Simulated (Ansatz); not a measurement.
Molecule: sum formula H$_{2}$SiO$_{2}$Cl$_{2}$, charge 0, multiplicity 1. 
Geometry from a B3LYP-D3(BJ)/def2-TZVP (Ansatz, an electronic-structure program) optimisation:
```xyz
7

Si     0.3365     0.0750    -0.0932
Cl    -0.4038    -0.2838     1.7900
Cl    -1.1959    -0.1068    -1.4220
O      1.0056     1.5567    -0.1249
O      1.4524    -1.0180    -0.5192
H      0.5241     2.2945     0.2587
H      2.2954    -1.0141    -0.0566
```
Charge 0, spin multiplicity 1.

Quantity: atomisation energy (electronic, to ground-state atoms), in eV. Valence correlation only, unless marked. Open shells are spin-unrestricted. No spin-orbit coupling. No relativistic terms. The coupled-cluster limit lacks core correlation, which all-electron functionals hold. Basis-set limits of correlation are two-point, X^-3; Hartree-Fock from the larger set. [CCSD(T)-MP2]/basis is that difference in the basis named.

```
level                                                                 program  atomisation energy (eV)  minus last row
-------------------------------------------------------------  --------------  -----------------------  --------------
HF/aug-cc-pV(T+d)Z                                                     Ansatz                    19.71           -8.41
HF/cc-pV(Q+d)Z                                                         Ansatz                    19.79           -8.33
PBE0/STO-3G                                                            Ansatz                    26.65           -1.47
HSE06-D3(BJ)/def2-TZVPD                                        Ansatz + dftd3                    27.52           -0.60
B2PLYP-D3(BJ)/def2-TZVPD                                       Ansatz + dftd3                    27.44           -0.68
SCS-MP2/6-31G                                                          Ansatz                    19.12           -9.00
CCSD(T)/6-31G                                                          Ansatz                    18.91           -9.21
CCSD(T)/cc-pV(D+d)Z                                                    Ansatz                    24.66           -3.46
RI-MP2/CBS(cc-pV(T+d)Z,cc-pV(Q+d)Z)+[CCSD(T)-MP2]/cc-pV(D+d)Z          Ansatz                    28.17            0.05
CCSD(T)/CBS(cc-pV(T+d)Z,cc-pV(Q+d)Z)                                   Ansatz                    28.12            0.00
```
